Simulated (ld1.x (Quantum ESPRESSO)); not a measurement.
# Plane-wave convergence, RRKJ potential for tantalum

```
Element                 : tantalum
Generator               : ld1.x (Quantum ESPRESSO) 7.5
Type                    : norm-conserving RRKJ (Kleinman–Bylander form)
Functional              : LDA (PZ)
Relativity              : scalar-relativistic
Frozen core             : [Kr] 4d10 4f14 5s2
Valence charge          : 11
Reference configuration : 5p6 5d3 6s1 6p0 (charge +1)
Partial waves           : 5p (bound): rc 2.10 bohr; 5d (bound): rc 1.50 bohr; 6s (bound): rc 2.15 bohr
Local potential         : the s channel
Core correction         : Bessel-smoothed model core inside 0.85 bohr
```

The pseudo-atom Hamiltonian at the reference potential is diagonalised in spherical Bessel functions j_l(qr) that vanish at 20 bohr, with q² up to the cutoff. All-electron valence levels (Ry): 5p -3.4440, 6p -0.4990, 5d -0.7908, 6s -0.8757.

How do the lowest levels (Ry) of each channel move with the cutoff, and are there ghosts?

```csv
cutoff (Ry),p #1,p #2,p #3,d #1,s #1,s #2,f #1,f #2,Σ f·Δε (mRy)
8,-2.7514,-0.4308,-0.1293,-0.4939,-0.8458,-0.2266,-0.0619,0.0285,5076.4
12,-3.2783,-0.4509,-0.1333,-0.6454,-0.8652,-0.2320,-0.0619,0.0284,1441.1
21,-3.4417,-0.4528,-0.1336,-0.7746,-0.8728,-0.2346,-0.0619,0.0284,65.1
30,-3.4439,-0.4530,-0.1337,-0.7808,-0.8747,-0.2349,-0.0619,0.0284,31.4
45,-3.4440,-0.4533,-0.1337,-0.7843,-0.8753,-0.2351,-0.0619,0.0284,20.2
55,-3.4440,-0.4533,-0.1337,-0.7883,-0.8755,-0.2351,-0.0619,0.0284,7.9
80,-3.4440,-0.4533,-0.1338,-0.7908,-0.8756,-0.2351,-0.0619,0.0284,0.4
100,-3.4440,-0.4533,-0.1338,-0.7908,-0.8756,-0.2351,-0.0619,0.0284,0.2
400,-3.4440,-0.4533,-0.1338,-0.7909,-0.8757,-0.2351,-0.0619,0.0284,0.0
```

Result: no extra level below or beside the all-electron valence levels (p, d, s, f tested); 10 mRy is reached at 55 Ry and 1 mRy at 80 Ry.

Its largest configuration-test error is -672 meV.
